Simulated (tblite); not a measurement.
A geometry optimisation, step by step.

Compound: C6H9OPSe.
Atom-mapped SMILES: `[CH3:1][O:2][C@H:3]1[CH:4]=[CH:5][P@H:6](=[Se:7])[CH:8]=[CH:9]1` (hydrogens: H10, H11, H12 on C1; H13 on C3; H14 on C4; H15 on C5; H16 on P6; H17 on C8; H18 on C9)

Computed with GFN2-xTB (tblite), gas phase: L-BFGS steps from a force-field or distance-geometry start until the largest atomic force falls under 0.01 eV/Å. 7 of its 138 geometries are shown.

Step 0: E = -738.6668 eV, largest atomic force 2.623 eV/Å
```
atom  x, y, z in Å  |  force x, y, z in eV/Å
C1     -2.656    0.846   -0.340   -2.426   0.260  -0.963
O2     -1.909   -0.259   -0.033   -0.393  -1.377   0.648
C3     -0.551   -0.129   -0.275   -0.159   1.929  -0.371
C4      0.229   -0.093    0.973    0.485  -0.292   1.868
C5      1.557   -0.082    1.029    0.282  -0.367  -0.714
P6      2.370   -0.084   -0.602    0.002   1.300  -0.358
Se7     2.486    1.836   -1.492   -0.151  -0.258   0.233
C8      1.287   -1.132   -1.585    0.069  -0.217   0.619
C9     -0.013   -1.023   -1.302    0.347  -1.505  -1.395
H10    -3.729    0.598   -0.078    0.991   0.134  -0.050
H11    -2.688    1.011   -1.450    0.273   0.262   0.638
H12    -2.405    1.756    0.205    0.315   0.065  -0.061
H13    -0.453    0.919   -0.689    0.480  -0.333  -0.063
H14    -0.320   -0.101    1.935    0.042   0.093  -0.782
H15     2.129   -0.053    1.944   -0.005   0.051  -0.087
H16     3.676   -0.542   -0.536   -0.171  -0.530   0.225
H17     1.668   -1.799   -2.347    0.039   0.172   0.073
H18    -0.686   -1.661   -1.900   -0.020   0.614   0.539
```

Step 23: E = -739.0817 eV, largest atomic force 0.051 eV/Å
```
atom  x, y, z in Å  |  force x, y, z in eV/Å
C1     -2.732    0.834   -0.363   -0.017  -0.005  -0.003
O2     -1.904   -0.263   -0.057   -0.011  -0.002   0.011
C3     -0.531   -0.054   -0.296   -0.004   0.011  -0.008
C4      0.259   -0.095    0.988   -0.012   0.009  -0.003
C5      1.586   -0.089    0.978   -0.016   0.008   0.021
P6      2.367    0.002   -0.643   -0.041   0.018   0.002
Se7     2.488    1.922   -1.458    0.021  -0.005   0.003
C8      1.304   -1.137   -1.548   -0.014  -0.007  -0.019
C9      0.003   -1.040   -1.304   -0.011  -0.001   0.000
H10    -3.739    0.540   -0.071    0.007   0.012  -0.012
H11    -2.716    1.062   -1.435    0.000   0.001   0.020
H12    -2.438    1.730    0.197   -0.014  -0.022  -0.001
H13    -0.365    0.952   -0.728    0.003  -0.011  -0.011
H14    -0.331   -0.133    1.893    0.019   0.012  -0.002
H15     2.187   -0.079    1.875    0.017  -0.012  -0.003
H16     3.570   -0.685   -0.488    0.048  -0.016  -0.005
H17     1.722   -1.806   -2.285    0.019   0.000   0.007
H18    -0.739   -1.652   -1.796    0.004   0.012   0.002
```

Step 46: E = -739.0843 eV, largest atomic force 0.033 eV/Å
```
atom  x, y, z in Å  |  force x, y, z in eV/Å
C1     -2.751    0.812   -0.348    0.006  -0.005  -0.006
O2     -1.902   -0.270   -0.055    0.016   0.001   0.009
C3     -0.533   -0.035   -0.303    0.013  -0.012  -0.008
C4      0.264   -0.057    0.977   -0.007  -0.009   0.003
C5      1.591   -0.082    0.972   -0.007   0.006   0.000
P6      2.385   -0.017   -0.644    0.013  -0.001   0.012
Se7     2.571    1.900   -1.451    0.006  -0.002  -0.006
C8      1.302   -1.132   -1.554    0.011  -0.001   0.010
C9      0.003   -1.022   -1.309    0.007  -0.018  -0.009
H10    -3.760    0.481   -0.109    0.000  -0.003   0.007
H11    -2.699    1.080   -1.409   -0.018   0.025  -0.012
H12    -2.505    1.693    0.256   -0.009   0.002   0.002
H13    -0.387    0.969   -0.746   -0.006  -0.001   0.003
H14    -0.323   -0.061    1.884    0.000  -0.007   0.012
H15     2.189   -0.076    1.871    0.001   0.014  -0.010
H16     3.571   -0.737   -0.483    0.000   0.002   0.001
H17     1.716   -1.806   -2.289   -0.005   0.001   0.002
H18    -0.741   -1.631   -1.801   -0.022   0.008  -0.012
```

Step 68: E = -739.0857 eV, largest atomic force 0.019 eV/Å
```
atom  x, y, z in Å  |  force x, y, z in eV/Å
C1     -2.765    0.800   -0.330   -0.004   0.006   0.007
O2     -1.901   -0.280   -0.070   -0.003   0.007  -0.017
C3     -0.534   -0.028   -0.315   -0.003   0.001  -0.005
C4      0.261   -0.042    0.966   -0.006   0.006  -0.003
C5      1.588   -0.061    0.968   -0.007  -0.004   0.003
P6      2.401   -0.031   -0.640    0.001   0.004   0.009
Se7     2.641    1.864   -1.483   -0.001   0.000   0.006
C8      1.309   -1.136   -1.551    0.003   0.002   0.001
C9      0.009   -1.010   -1.322    0.000  -0.008   0.002
H10    -3.770    0.444   -0.113    0.011  -0.003   0.001
H11    -2.711    1.113   -1.380   -0.001  -0.003   0.019
H12    -2.540    1.661    0.311    0.006  -0.007  -0.005
H13    -0.403    0.978   -0.756    0.008  -0.004  -0.009
H14    -0.328   -0.043    1.873    0.003   0.008   0.001
H15     2.181   -0.041    1.870   -0.001   0.001  -0.002
H16     3.570   -0.772   -0.450    0.002   0.001  -0.001
H17     1.722   -1.810   -2.287   -0.006   0.001  -0.005
H18    -0.738   -1.602   -1.832   -0.003  -0.006  -0.001
```

Step 91: E = -739.1086 eV, largest atomic force 0.060 eV/Å
```
atom  x, y, z in Å  |  force x, y, z in eV/Å
C1     -2.768    0.770   -0.136    0.045  -0.010  -0.019
O2     -1.926   -0.338   -0.345    0.023  -0.008  -0.024
C3     -0.560   -0.025   -0.512    0.024  -0.001   0.005
C4      0.159    0.080    0.811   -0.002   0.053   0.016
C5      1.481    0.041    0.916    0.008   0.012   0.017
P6      2.445   -0.082   -0.596   -0.007   0.021  -0.033
Se7     2.905    1.736   -1.513    0.005   0.017   0.004
C8      1.385   -1.176   -1.553   -0.011  -0.010  -0.001
C9      0.071   -1.041   -1.427    0.009  -0.007   0.009
H10    -3.748    0.357    0.093   -0.030   0.023   0.009
H11    -2.837    1.393   -1.036    0.029  -0.010   0.010
H12    -2.431    1.396    0.698   -0.008  -0.039   0.008
H13    -0.459    0.959   -1.013    0.001  -0.015  -0.019
H14    -0.479    0.189    1.678   -0.007  -0.035  -0.010
H15     2.002    0.147    1.856   -0.016   0.001   0.039
H16     3.534   -0.884   -0.237   -0.014   0.014  -0.019
H17     1.846   -1.862   -2.249   -0.035  -0.048   0.008
H18    -0.629   -1.655   -1.976   -0.014   0.040   0.000
```

Step 114: E = -739.1172 eV, largest atomic force 0.063 eV/Å
```
atom  x, y, z in Å  |  force x, y, z in eV/Å
C1     -2.750    0.767   -0.108    0.023   0.015   0.021
O2     -1.925   -0.328   -0.420   -0.002  -0.004   0.026
C3     -0.556   -0.018   -0.546   -0.001   0.002   0.025
C4      0.141    0.095    0.787    0.013   0.024   0.023
C5      1.462    0.070    0.905   -0.006  -0.022   0.010
P6      2.432   -0.068   -0.604    0.022  -0.058   0.009
Se7     2.867    1.731   -1.562    0.004   0.054  -0.025
C8      1.393   -1.208   -1.531   -0.019   0.026  -0.035
C9      0.080   -1.051   -1.434   -0.013  -0.030   0.033
H10    -3.758    0.369    0.005    0.031   0.007  -0.037
H11    -2.733    1.512   -0.913   -0.014   0.000   0.018
H12    -2.452    1.254    0.828   -0.005   0.002  -0.014
H13    -0.437    0.960   -1.057    0.001   0.027  -0.017
H14    -0.507    0.186    1.649   -0.004  -0.015  -0.002
H15     1.980    0.169    1.848   -0.041   0.019   0.020
H16     3.531   -0.843   -0.222    0.011   0.009  -0.008
H17     1.851   -1.928   -2.192    0.014  -0.012  -0.011
H18    -0.627   -1.661   -1.974   -0.013  -0.042  -0.036
```

Step 137: E = -739.1232 eV, largest atomic force 0.010 eV/Å
```
atom  x, y, z in Å  |  force x, y, z in eV/Å
C1     -2.708    0.821   -0.127   -0.006   0.006  -0.004
O2     -1.931   -0.311   -0.430   -0.001  -0.005  -0.002
C3     -0.551   -0.059   -0.532    0.000   0.000   0.000
C4      0.132    0.037    0.810    0.004  -0.005  -0.001
C5      1.455    0.043    0.916    0.005   0.005  -0.003
P6      2.387   -0.023   -0.625    0.001   0.002   0.001
Se7     2.649    1.812   -1.585    0.001   0.000   0.003
C8      1.391   -1.227   -1.523   -0.001  -0.003   0.004
C9      0.075   -1.116   -1.401   -0.001  -0.001  -0.003
H10    -3.741    0.481   -0.100    0.000   0.004   0.003
H11    -2.597    1.592   -0.900    0.003  -0.001   0.004
H12    -2.444    1.257    0.843   -0.002  -0.005  -0.005
H13    -0.381    0.910   -1.048   -0.003   0.005   0.000
H14    -0.520    0.082    1.670    0.010   0.000   0.002
H15     1.978    0.135    1.857   -0.009   0.001   0.001
H16     3.554   -0.715   -0.293    0.000  -0.002   0.001
H17     1.870   -1.952   -2.165   -0.001   0.003  -0.002
H18    -0.626   -1.761   -1.910   -0.002  -0.004   0.002
```

Q: Summarise the path.

A: The energy falls by 10.52 kcal/mol from step 0 to step 137; nine tenths of that is first reached at step 15. It falls at every step. The largest force goes from 2.623 to 0.010 eV/Å. Among the bonds C1–H10 changes most, from 1.132 to 1.088 Å; the atoms move by 0.360 Å rms after alignment.

Q: Follow the three bonds and two angles with the largest change from start to end.

A: 
| step | E above end (kcal/mol) | largest force (eV/Å) | C1–H10 (Å) | C3–C9 (Å) | C1–O2 (Å) | Se7–P6–H16 (°) | C8–P6–H16 (°) |
| --- | --- | --- | --- | --- | --- | --- | --- |
| 0 | 10.52 | 2.623 | 1.132 | 1.464 | 1.369 | 105.5 | 113.6 |
| 6 | 1.75 | 0.209 | 1.093 | 1.510 | 1.408 | 113.3 | 107.4 |
| 12 | 1.10 | 0.075 | 1.087 | 1.507 | 1.407 | 116.5 | 105.4 |
| 18 | 1.00 | 0.097 | 1.087 | 1.508 | 1.407 | 116.5 | 104.8 |
| 24 | 0.95 | 0.026 | 1.089 | 1.507 | 1.408 | 116.4 | 104.7 |
| 30 | 0.94 | 0.021 | 1.088 | 1.508 | 1.408 | 116.0 | 104.7 |
| 36 | 0.93 | 0.028 | 1.088 | 1.508 | 1.408 | 115.9 | 104.5 |
| 42 | 0.91 | 0.034 | 1.088 | 1.508 | 1.407 | 116.3 | 104.4 |
| 48 | 0.89 | 0.025 | 1.088 | 1.508 | 1.407 | 116.3 | 104.5 |
| 54 | 0.88 | 0.015 | 1.088 | 1.507 | 1.407 | 116.1 | 104.5 |
| 60 | 0.88 | 0.017 | 1.089 | 1.508 | 1.407 | 116.2 | 104.4 |
| 66 | 0.87 | 0.023 | 1.088 | 1.508 | 1.407 | 116.2 | 104.4 |
| 71 | 0.86 | 0.021 | 1.088 | 1.508 | 1.407 | 116.0 | 104.5 |
| 77 | 0.82 | 0.070 | 1.088 | 1.505 | 1.406 | 115.6 | 104.9 |
| 83 | 0.68 | 0.244 | 1.086 | 1.507 | 1.415 | 116.0 | 104.4 |
| 89 | 0.40 | 0.104 | 1.087 | 1.508 | 1.411 | 116.3 | 104.2 |
| 95 | 0.27 | 0.060 | 1.089 | 1.504 | 1.408 | 116.0 | 103.9 |
| 101 | 0.24 | 0.020 | 1.088 | 1.504 | 1.407 | 116.0 | 103.7 |
| 107 | 0.21 | 0.039 | 1.087 | 1.505 | 1.406 | 115.5 | 104.3 |
| 113 | 0.16 | 0.055 | 1.089 | 1.503 | 1.406 | 116.0 | 104.2 |
| 119 | 0.04 | 0.035 | 1.088 | 1.504 | 1.406 | 116.4 | 104.4 |
| 125 | 0.01 | 0.022 | 1.088 | 1.505 | 1.407 | 116.2 | 104.6 |
| 131 | 0.00 | 0.011 | 1.088 | 1.505 | 1.407 | 116.2 | 104.5 |
| 137 | 0.00 | 0.010 | 1.088 | 1.504 | 1.406 | 116.1 | 104.4 |

The cost below is that of the whole relaxation. Time: 1.2 s wall. Hardware: Arm Neoverse V1, one thread, shared host with 32 logical CPUs at a one-minute load of 14.
